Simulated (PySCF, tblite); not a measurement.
What does the GFN2-xTB structure of `CC(C)C[P-]N(C)C` look like in three dimensions? (Charge -1.)

```xyz
23
C6H15NP angstrom
C      2.8191    0.6431    1.3865
C      1.9543   -0.2695    0.5137
C      2.4482   -0.2528   -0.9282
C      0.4891    0.1353    0.5777
P     -0.6372   -1.1195   -0.2783
N     -2.0954   -0.1465   -0.0143
C     -3.1426   -0.7706    0.7482
C     -2.6204    0.5256   -1.1740
H      3.8700    0.3525    1.3332
H      2.7300    1.6761    1.0506
H      2.5009    0.5950    2.4270
H      2.0330   -1.2968    0.8897
H      1.7634   -0.8487   -1.5267
H      2.4496    0.7661   -1.3149
H      3.4572   -0.6618   -1.0107
H      0.1697    0.2209    1.6238
H      0.3435    1.1163    0.1084
H     -2.6911   -1.3289    1.5654
H     -3.7661   -1.4632    0.1551
H     -3.8067    0.0057    1.1613
H     -3.2196   -0.1309   -1.8293
H     -1.7878    0.9210   -1.7518
H     -3.2660    1.3588   -0.8535
```

Orientation and origin are arbitrary. Atoms count from 1 in this order. Of the pairs four or more bonds apart, P5···H13 is among the closest relative to their van der Waals radii: 2.72 Å, 91 % of the sum of Bondi's values. P5 (phosphorus bonded to C and N) is bent (angle 93.3°). N6 (nitrogen bonded to 2 C and P) is pyramidal (angles 116.1°, 115.9° and 111.4°, sum 343.3°, 0.37 Å off the plane of its three neighbours).

Bonds between heavy atoms (Å): C1–C2 1.531, C2–C3 1.524, C2–C4 1.521, C4–P5 1.891, P5–N6 1.773, N6–C7 1.438, N6–C8 1.439.

The geometry is computed with GFN2-xTB (gas phase).

Point group: C1 (no symmetry element, even within 0.4 Å). Its GFN2-xTB frequencies are all real (lowest 23 cm⁻¹). Torsions: C1–C2–C4–P5 -171°, C2–C4–P5–N6 -176°, C4–P5–N6–C7 -121°. 2 starts were optimised and ended at 0.00 and 0.15 kcal/mol (GFN2-xTB); the lowest of these is shown.

One conformer stands for the species.
